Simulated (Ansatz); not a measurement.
Isomers of CH7NOSi2, relaxed with PBE0-D4/def2-TZVP in Ansatz; electronic energies, one conformer each and not always the lowest. Functionals use def2-TZVPP; CBS adds triple-zeta CCSD(T) − MP2 to the MP2 limit of def2-TZVPP and def2-QZVPP.

(1) Order them by energy at frozen-core CCSD(T)/CBS, lowest first. (An estimate is asked.)
A. `[SiH3]N[SiH]1CO1`
B. `N[C@H]1O[Si@@H]1[SiH3]`
C. `N=C([SiH3])O[SiH3]`

(2) How do HF/CBS(def2), r2SCAN-D4, ωB97M-V, B3LYP-D4 place them (kJ/mol, against `[SiH3]N[SiH]1CO1`)? (An estimate is asked.)

## Answers

(1) A (0.0 kJ/mol), C (70.9 kJ/mol), B (166.9 kJ/mol).

(2) The calculation gave: 
```csv
isomer,HF/CBS(def2),r2SCAN-D4,ωB97M-V,B3LYP-D4
`N=C([SiH3])O[SiH3]`,50.9,68.3,68.5,55.0
`N[C@H]1O[Si@@H]1[SiH3]`,192.4,153.1,168.1,158.3
```

B3LYP here is the variant with VWN-RPA as its local correlation; programs differ in this.
